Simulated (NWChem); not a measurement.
System: BNH2BrF; SMILES NB(F)Br

Input file for NWChem:

```
start job
memory heap 200 mb stack 900 mb global 1100 mb
geometry units angstroms noautoz
  B     -0.010024     0.932100     0.000000
  F     -1.174479     1.569342     0.000000
  Br    -0.024257    -0.998855     0.000000
  N      1.188098     1.634255     0.000000
  H      2.091026     1.182530     0.000000
  H      1.210571     2.646173     0.000000
end
basis spherical
  B library 6-31g*
  F library 6-31g*
  Br library 6-31g*
  N library 6-31g*
  H library 6-31g*
end
dft
  xc m06-l
  iterations 150
  mulliken
end
task dft energy
```

Excerpt of the output:

```
             Northwest Computational Chemistry Package (NWChem) 7.3.0
             --------------------------------------------------------

 CS  symmetry detected

                             Geometry "geometry" -> ""
                             -------------------------

 Output coordinates in angstroms (scale by  1.889725989 to convert to a.u.)

  No.       Tag          Charge          X              Y              Z
 ---- ---------------- ---------- -------------- -------------- --------------
    1 B                    5.0000    -0.00723554     0.94779151     0.00000000
    2 F                    9.0000    -1.16807149     1.59160258     0.00000000
    3 Br                  35.0000    -0.03237832    -0.98305225     0.00000000
    4 N                    7.0000     1.19483456     1.64316584     0.00000000
    5 H                    1.0000     2.09519587     1.18634645     0.00000000
    6 H                    1.0000     1.22302460     2.65494071     0.00000000

 Effective nuclear repulsion energy (a.u.)     221.6227039398

      Symmetry information
      --------------------

 Group name             Cs
 Group number              2
 Group order               2
 No. of unique centers     6

                                 NWChem DFT Module
                                 -----------------

 Summary of "ao basis" -> "ao basis" (spherical)
 ------------------------------------------------------------------------------
       Tag                 Description            Shells   Functions and Types
 ---------------- ------------------------------  ------  ---------------------
 B                           6-31g*                  6       14   3s2p1d
 F                           6-31g*                  6       14   3s2p1d
 Br                          6-31g*                 12       32   5s4p3d
 N                           6-31g*                  6       14   3s2p1d
 H                           6-31g*                  2        2   2s

      Symmetry analysis of basis
      --------------------------

        a'         56
        a"         22

            General Information
            -------------------
          SCF calculation type: DFT
          Wavefunction type:  closed shell.
          No. of atoms     :     6
          No. of electrons :    58
           Alpha electrons :    29
            Beta electrons :    29
          Charge           :     0
          Spin multiplicity:     1
          Use of symmetry is: on ; symmetry adaption is: on
          Maximum number of iterations: 150
          AO basis - number of functions:    78
                     number of shells:    34
          Convergence on energy requested:  1.00D-06
          Convergence on density requested:  1.00D-05
          Convergence on gradient requested:  5.00D-04

              XC Information
              --------------
                        M06-L Method XC Functional
                         M06-L Exchange Functional  1.000
                       M06-L Correlation Potential  1.000

             Grid Information
             ----------------
          Grid used for XC integration:  medium
          Radial quadrature: Mura-Knowles
          Angular quadrature: Lebedev.
          Tag              B.-S. Rad. Rad. Pts. Rad. Cut. Ang. Pts.
          ---              ---------- --------- --------- ---------
          B                   0.85       49           8.0       434
          F                   0.50       49           9.0       434
          Br                  1.15      112          10.0       590
          N                   0.65       49           9.0       434
          H                   0.35       45          11.0       434
          Grid pruning is: on
          Number of quadrature shells:   349
          Spatial weights used:  Erf1

      Superposition of Atomic Density Guess
      -------------------------------------

 Sum of atomic energies:       -2751.27590237

      Non-variational initial energy
      ------------------------------

 Total energy =   -2752.683676
 1-e energy   =   -4268.829548
 2-e energy   =    1294.523168
 HOMO         =      -0.360352
 LUMO         =       0.115319

      Symmetry analysis of molecular orbitals - initial
      -------------------------------------------------

  Numbering of irreducible representations:

     1 a'          2 a"

  Orbital symmetries:

     1 a'          2 a'          3 a'          4 a'          5 a"
     6 a'          7 a'          8 a'          9 a'         10 a'
    11 a'         12 a"         13 a'         14 a'         15 a"
    16 a'         17 a"         18 a'         19 a'         20 a'
    21 a'         22 a'         23 a'         24 a"         25 a'
    26 a'         27 a"         28 a'         29 a"         30 a'
    31 a"         32 a'         33 a'         34 a'         35 a'
    36 a'         37 a"         38 a'         39 a'

     ---------------------------------------------
      Total Density - Mulliken Population Analysis
     ---------------------------------------------

    Atom       Charge   Shell Charges
 -----------   ------   -------------------------------------------------------
    1 B    5     3.99   2.00  0.51  0.93  0.26  0.19  0.11
    2 F    9     9.47   2.00  0.95  3.45  0.98  2.09  0.01
    3 Br  35    35.36   2.00  2.00  6.00  2.00  5.99  1.56  3.92  0.38  1.49  6.97  2.93  0.12
    4 N    7     8.06   2.00  0.81  2.67  0.79  1.79  0.01
    5 H    1     0.55   0.40  0.15
    6 H    1     0.56   0.40  0.16

   convergence    iter        energy       DeltaE   RMS-Dens  Diis-err
 ---------------- ----- ----------------- --------- --------- ---------
 d= 0,ls=0.0,diis     1  -2754.4355037535 -2.98D+03  1.30D-02  5.87D-01
 d= 0,ls=0.0,diis     2  -2754.4047409822  3.08D-02  7.41D-03  1.06D+00
 d= 0,ls=0.0,diis     3  -2754.5068232346 -1.02D-01  1.22D-03  1.89D-02
 d= 0,ls=0.0,diis     4  -2754.5081961708 -1.37D-03  6.92D-04  3.61D-03
 d= 0,ls=0.0,diis     5  -2754.5085130382 -3.17D-04  1.71D-04  3.30D-04
  Resetting Diis
 d= 0,ls=0.0,diis     6  -2754.5085494558 -3.64D-05  5.52D-05  2.74D-05
 d= 0,ls=0.0,diis     7  -2754.5085520579 -2.60D-06  3.82D-05  2.99D-06
 d= 0,ls=0.0,diis     8  -2754.5085516117  4.46D-07  2.27D-05  6.53D-06
 d= 0,ls=0.0,diis     9  -2754.5085523855 -7.74D-07  2.09D-06  5.04D-08

         Total DFT energy =    -2754.508552385485
      One electron energy =    -4272.129695833589
           Coulomb energy =     1409.520132759694
    Exchange-Corr. energy =     -113.521693251376
 Nuclear repulsion energy =      221.622703939787

 Numeric. integr. density =       57.999997266411

                  Occupations of the irreducible representations
                  ----------------------------------------------

                     irrep           alpha         beta
                     --------     --------     --------
                     a'               22.0         22.0
                     a"                7.0          7.0

                       DFT Final Molecular Orbital Analysis
                       ------------------------------------

 Vector   27  Occ=2.000000D+00  E=-2.905148D-01  Symmetry=a"
              MO Center=  3.7D-01,  6.1D-01,  2.6D-16, r^2= 3.0D+00
   Bfn.  Coefficient  Atom+Function         Bfn.  Coefficient  Atom+Function
  ----- ------------  ---------------      ----- ------------  ---------------
    41      0.458441  3 Br pz                65      0.382490  4 N  pz
    69      0.313487  4 N  pz                19     -0.244582  2 F  pz
    37     -0.206878  3 Br pz                45      0.205576  3 Br pz
    23     -0.186798  2 F  pz                 5      0.181480  1 B  pz
    33      0.062045  3 Br pz                 9      0.049999  1 B  pz

 Vector   28  Occ=2.000000D+00  E=-2.614508D-01  Symmetry=a'
              MO Center= -3.8D-02, -8.7D-01, -3.8D-15, r^2= 1.7D+00
   Bfn.  Coefficient  Atom+Function         Bfn.  Coefficient  Atom+Function
  ----- ------------  ---------------      ----- ------------  ---------------
    39      0.768273  3 Br px                43      0.345952  3 Br px
    35     -0.343528  3 Br px                18     -0.108869  2 F  py
    31      0.102921  3 Br px                22     -0.078891  2 F  py
    66     -0.054980  4 N  s                 64      0.054535  4 N  py
    78      0.042091  6 H  s                 77      0.039226  6 H  s

 Vector   29  Occ=2.000000D+00  E=-2.546170D-01  Symmetry=a"
              MO Center=  4.7D-01,  1.4D-01, -1.4D-15, r^2= 3.3D+00
   Bfn.  Coefficient  Atom+Function         Bfn.  Coefficient  Atom+Function
  ----- ------------  ---------------      ----- ------------  ---------------
    41      0.598485  3 Br pz                65     -0.396137  4 N  pz
    69     -0.341103  4 N  pz                45      0.274816  3 Br pz
    37     -0.267048  3 Br pz                33      0.079988  3 Br pz
     5     -0.054160  1 B  pz                19      0.043532  2 F  pz
    23      0.032307  2 F  pz                11     -0.025336  1 B  d -1

 Vector   30  Occ=0.000000D+00  E= 2.121934D-02  Symmetry=a"
              MO Center=  7.8D-02,  8.3D-01, -1.3D-14, r^2= 2.2D+00
   Bfn.  Coefficient  Atom+Function         Bfn.  Coefficient  Atom+Function
  ----- ------------  ---------------      ----- ------------  ---------------
     9      0.615448  1 B  pz                 5      0.595538  1 B  pz
    69     -0.388349  4 N  pz                65     -0.279837  4 N  pz
    23     -0.237904  2 F  pz                19     -0.232277  2 F  pz
    45     -0.219028  3 Br pz                41     -0.217829  3 Br pz
    57      0.116428  3 Br d -1              37      0.091710  3 Br pz

[...]
```

Level: M06-L/6-31G* (spherical d). All runs use the structure optimised with PBE0/def2-SVP.
